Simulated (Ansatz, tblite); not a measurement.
Cost and result up the ladder for CoF₂ (3 atoms). The state is a quartet with charge 0. Geometry: r2SCAN-D4/def2-TZVP.

```xyz
3

Co    0.000    0.000    0.000
F     0.032   -0.106    1.717
F    -0.032    0.106   -1.717
```

Ansatz on 4 threads of Arm Neoverse V2 on a shared host; xTB runs through tblite on one thread. Times are rough, summed over both states, and most runs start from the orbitals of an earlier one. PBE0-D4/def2-TZVP serves as the yardstick here, not as an exact answer. The other state is a quintet.

The xTB rows come from tblite. Correlated methods freeze 7 core orbitals; core or outer-core shells of Co are correlated, in sets that lack core-valence functions. In CCSD on the charge 1 quintet the largest single amplitude is 0.26, so its Hartree–Fock determinant may place the open shell otherwise than the density functionals do.

Run but left out: HF/def2-TZVPP, MP2/def2-TZVPP (charge +1 quintet: a determinant that CCSD turns far, T1 0.054).

Correlated methods converge slowly with the basis.

Raw xTB energies of ions are shifted by several eV, and xTB has no spin-polarisation term.

| level | functions | wall time | vertical IE (eV) | difference from PBE0-D4/def2-TZVP (eV) | remarks |
| --- | --- | --- | --- | --- | --- |
| GFN2-xTB | 17 | 0.002 s | 16.16 | 4.87 | – |
| GFN1-xTB | 17 | 0.004 s | 18.95 | 7.66 | – |
| r2SCAN-D4/def2-TZVP | 107 | 31 s | 10.74 | -0.55 | – |
| PBE0-D4/def2-TZVP | 107 | 57 s | 11.30 | 0.00 | – |
| CCSD(T)/def2-TZVPP | 126 | 73 s | 11.28 | -0.02 | large T1 (0.054) (+1 quintet) |
